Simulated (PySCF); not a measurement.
H2O4W, triplet (typed; the unrestricted solution is spin-contaminated), geometry from GFN2-xTB (such geometries of metal compounds can be far from the true shape) (the multiplicity is a formal guess) (core potentials on W); HF/def2-SVP in PySCF.

The PySCF input:
```python
from pyscf import gto, scf

mol = gto.Mole()
mol.atom = '''
    W     0.042402   -0.000348    0.006547
    O     1.470556   -0.304030   -0.941925
    O     1.122655    0.282749    1.342345
    O    -1.119381   -0.731816   -1.237367
    H    -1.490006   -1.162292   -2.015886
    O    -1.428574    0.752725    0.843935
    H    -2.009798    1.191013    1.475478
'''
mol.basis = 'def2-svp'
mol.ecp = {'W': 'def2-svp'}
mol.charge = 0
mol.spin = 2
mol.verbose = 4
mol.build()

mf = scf.UHF(mol)
mf.kernel()
mo_i, mo_e, stable_i, stable_e = mf.stability(internal=True, external=True, return_status=True, nroots=6, tol=1e-6)
print('internally stable:', stable_i, ' externally stable:', stable_e)
if not stable_i:
    umf = mf.copy()
    umf.scf_summary = {}
    umf.kernel(umf.make_rdm1(mo_i, mf.mo_occ))
```

Problem. Predict the main parts of the log of this PySCF run.

Solution. 
```
PySCF version 2.14.0

[INPUT] verbose = 4
[INPUT] num. atoms = 7
[INPUT] num. electrons = 48
[INPUT] charge = 0
[INPUT] spin (= nelec alpha-beta = 2S) = 2
[INPUT] symmetry False subgroup None
[INPUT] Mole.unit = angstrom
[INPUT] Symbol           X                Y                Z      unit          X                Y                Z       unit  Magmom
[INPUT]  1 W      0.042402000000  -0.000348000000   0.006547000000 AA    0.080128167134  -0.000657624691   0.012372036938 Bohr   0.0
[INPUT]  2 O      1.470556000000  -0.304030000000  -0.941925000000 AA    2.778948090836  -0.574533433652  -1.779980279881 Bohr   0.0
[INPUT]  3 O      1.122655000000   0.282749000000   1.342345000000 AA    2.121510482374   0.534318171995   2.536664414679 Bohr   0.0
[INPUT]  4 O     -1.119381000000  -0.731816000000  -1.237367000000 AA   -2.115323519042  -1.382931813575  -2.338284745575 Bohr   0.0
[INPUT]  5 H     -1.490006000000  -1.162292000000  -2.015886000000 AA   -2.815703263959  -2.196413556773  -3.809472438345 Bohr   0.0
[INPUT]  6 O     -1.428574000000   0.752725000000   0.843935000000 AA   -2.699613608674   1.422444097113   1.594806016935 Bohr   0.0
[INPUT]  7 H     -2.009798000000   1.191013000000   1.475478000000 AA   -3.797967785699   2.250688380797   2.788249322821 Bohr   0.0

nuclear repulsion = 225.219721257339
number of shells = 42
number of NR pGTOs = 167
number of NR cGTOs = 98
basis = def2-svp
ecp = {'W': 'def2-svp'}

******** <class 'pyscf.scf.uhf.UHF'> ********
method = UHF
initial guess = minao
damping factor = 0
level_shift factor = 0
DIIS = <class 'pyscf.scf.diis.CDIIS'>
diis_start_cycle = 1
diis_space = 8
diis_damp = 0
SCF conv_tol = 1e-09
SCF conv_tol_grad = None
SCF max_cycles = 50
direct_scf = True
direct_scf_tol = 1e-13
number electrons alpha = 25  beta = 23
Set gradient conv threshold to 3.16228e-05
init E= -353.494156729547

cycle= 1 E= -366.455116351361  delta_E=  -13  |g|= 0.834  |ddm|= 5.39
cycle= 2 E= -366.512866811403  delta_E= -0.0578  |g|= 0.734  |ddm|= 1.19
cycle= 3 E= -366.723283553254  delta_E= -0.21  |g|= 0.158  |ddm|= 0.617
cycle= 4 E= -366.741365823993  delta_E= -0.0181  |g|= 0.0703  |ddm|= 0.194
cycle= 5 E= -366.74799296623  delta_E= -0.00663  |g|= 0.038  |ddm|= 0.105
cycle= 6 E= -366.751340419242  delta_E= -0.00335  |g|= 0.0232  |ddm|= 0.0828
cycle= 7 E= -366.753085096762  delta_E= -0.00174  |g|= 0.0132  |ddm|= 0.0742
cycle= 8 E= -366.75375406689  delta_E= -0.000669  |g|= 0.00636  |ddm|= 0.0565
cycle= 9 E= -366.75394592982  delta_E= -0.000192  |g|= 0.00386  |ddm|= 0.0307
cycle= 10 E= -366.75401863492  delta_E= -7.27e-05  |g|= 0.00255  |ddm|= 0.0162
cycle= 11 E= -366.754062564253  delta_E= -4.39e-05  |g|= 0.0015  |ddm|= 0.0151
cycle= 12 E= -366.754078249041  delta_E= -1.57e-05  |g|= 0.000818  |ddm|= 0.0101
cycle= 13 E= -366.754081865841  delta_E= -3.62e-06  |g|= 0.000585  |ddm|= 0.00417
cycle= 14 E= -366.754083356639  delta_E= -1.49e-06  |g|= 0.000413  |ddm|= 0.00219
cycle= 15 E= -366.754084310232  delta_E= -9.54e-07  |g|= 0.000282  |ddm|= 0.00191
cycle= 16 E= -366.754084888297  delta_E= -5.78e-07  |g|= 0.000176  |ddm|= 0.00186
cycle= 17 E= -366.754085069334  delta_E= -1.81e-07  |g|= 0.000119  |ddm|= 0.000931
cycle= 18 E= -366.754085161714  delta_E= -9.24e-08  |g|= 8.64e-05  |ddm|= 0.000685
cycle= 19 E= -366.754085208484  delta_E= -4.68e-08  |g|= 5.69e-05  |ddm|= 0.000523
cycle= 20 E= -366.754085226896  delta_E= -1.84e-08  |g|= 3.64e-05  |ddm|= 0.000339
cycle= 21 E= -366.754085233483  delta_E= -6.59e-09  |g|= 1.87e-05  |ddm|= 0.000224
cycle= 22 E= -366.754085234866  delta_E= -1.38e-09  |g|= 1.07e-05  |ddm|= 8.23e-05
cycle= 23 E= -366.754085235278  delta_E= -4.12e-10  |g|= 7.13e-06  |ddm|= 4.59e-05
Extra cycle  E= -366.754085235373  delta_E= -9.47e-11  |g|= 5.58e-06  |ddm|= 1.4e-05
converged SCF energy = -366.754085235373  <S^2> = 2.2603269  2S+1 = 3.1688022
uhf_internal: lowest eigs of H = [0.08539414 0.1120467  0.14542571 0.16022035 0.16855674 0.19158989]
<class 'pyscf.scf.uhf.UHF'> wavefunction is stable in the internal stability analysis
uhf_real2complex: lowest eigs of H = [0.06086267 0.07134511 0.09241001 0.09947763 0.10615043 0.1139081 ]
<class 'pyscf.scf.uhf.UHF'> wavefunction is stable in the real -> complex stability analysis
uhf_external: lowest eigs of H = [-1.23725336e-02  4.32038714e-07  4.20327399e-02  6.32880950e-02
  6.83905405e-02  8.72213202e-02]
<class 'pyscf.scf.uhf.UHF'> wavefunction has an UHF/UKS -> GHF/GKS instability
internally stable: True  externally stable: False
```
